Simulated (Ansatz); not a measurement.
`[SH][Sn]([Cl])([Cl])[Cl]`, charge 0, multiplicity 1.

Task: Give a relaxed structure at PBE0-D4/def2-TZVP (Ansatz). (An estimate is asked.)

Result: The calculation gave: 
```xyz
6

S    -0.2707   -0.1905   -1.9641
Sn    0.0235   -0.2195    0.3816
Cl   -0.1739   -2.3917    1.0951
Cl    2.0825    0.5858    1.0197
Cl   -1.5376    1.0694    1.4755
H    -0.1238    1.1465   -2.0078
```
Point group Cs.
